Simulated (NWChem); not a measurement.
Species: WH₂F₄; SMILES [F][WH2]([F])([F])[F]

```xyz
7

W      0.0000     0.0000    -0.0363
F      0.0000    -1.8142    -0.5803
F     -1.7939     0.0000    -0.3768
F      0.0000     1.8142    -0.5803
F      1.7939     0.0000    -0.3768
H      0.0000    -0.8711     1.3950
H      0.0000     0.8711     1.3950
```
Atoms are numbered in this order, from 1.

This is a stationary point of PBE0/def2-SVP with def2 effective core potentials on W (NWChem), point group C2v. def2 effective core potentials on W; no spin-orbit coupling.

Task: Is it a minimum? If not, what does it relax to?

Result: No. It has an imaginary frequency of 439i cm⁻¹. Following that mode (on a finer grid) lowers the energy by 3.9 kcal/mol and ends, with real frequencies alone, at point group C2v:
```xyz
7

W      0.0000     0.0000     0.1241
F     -0.1504    -1.7973    -0.3234
F     -1.8034     0.0298    -0.3234
F      0.1504     1.7973    -0.3234
F      1.8034    -0.0298    -0.3234
H      0.5980    -0.6609     1.5398
H     -0.5980     0.6609     1.5398
```
